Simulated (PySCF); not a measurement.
The PySCF input:
```python
from pyscf import gto, scf, dft

mol = gto.M(
    atom='''
Sb   -0.179025   -0.202832    0.197869
H    -1.597193    0.080337   -0.776298
H     0.342145   -1.406482   -0.906189
O     1.014036    1.101794   -0.902003
H     1.065717    1.924647   -0.393729
''',
    basis='def2-svp',
    ecp={'Sb': 'def2-svp'},
    charge=0,
    spin=0,
    verbose=4,
)

mf = dft.RKS(mol)
mf.xc = 'r2scan'
mf.kernel()
g = mf.nuc_grad_method()
grad = g.kernel()
```

What does this run give for the Mulliken (on the basis functions themselves) charges in atom order, HOMO-LUMO gap, dipole moment, nuclear repulsion energy, number of basis functions?


| Quantity | Value |
|---|---|
| Mulliken (on the basis functions themselves) charges in atom order | Sb1 0.47, H2 -0.09, H3 -0.07, O4 -0.50, H5 0.18 |
| HOMO-LUMO gap | 4.33 eV |
| dipole moment | 2.15 D |
| nuclear repulsion energy | 73.6867 Eh |
| number of basis functions | 55 |
